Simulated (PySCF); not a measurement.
**Trend along the halogens: MK molecules**

CCSD(T) with triple-zeta basis sets in PySCF, for the lowest determinant that a PBE0 search found; no spin–orbit coupling. De refers to high-spin ground-configuration atoms.

```
 M         basis  reference, frozen orbitals  state (unpaired electrons)  Re (Å)  ωe (cm⁻¹)  De (eV)
 F  x2c-TZVPPall                      RHF, 6      singlet (closed shell)   2.217        422     4.63
Cl    def2-TZVPP                     RHF, 10      singlet (closed shell)   2.713        277     4.08
Br    def2-TZVPP                     RHF, 14      singlet (closed shell)   2.877        216     3.82
 I    def2-TZVPP                      RHF, 9      singlet (closed shell)   3.100        183     3.36
```

**Question.** By what factor does the bond length vary along the series?

**Answer.** At CCSD(T) it runs from 2.217 Å (KF) to 3.100 Å (KI), a factor of 1.40.

The rows differ in basis set, which adds steps of its own.

Down a group the atoms grow and get heavier, so bonds lengthen and wavenumbers fall; this series shows no clear exception.

Correlated steps freeze the inner cores (6 to 14 orbitals); shallow outer-core shells are correlated. Spin–orbit coupling is left out, which matters for elements this heavy, above all for dissociation energies. Where the molecule has an RHF reference, its open-shell atoms are computed with UHF.
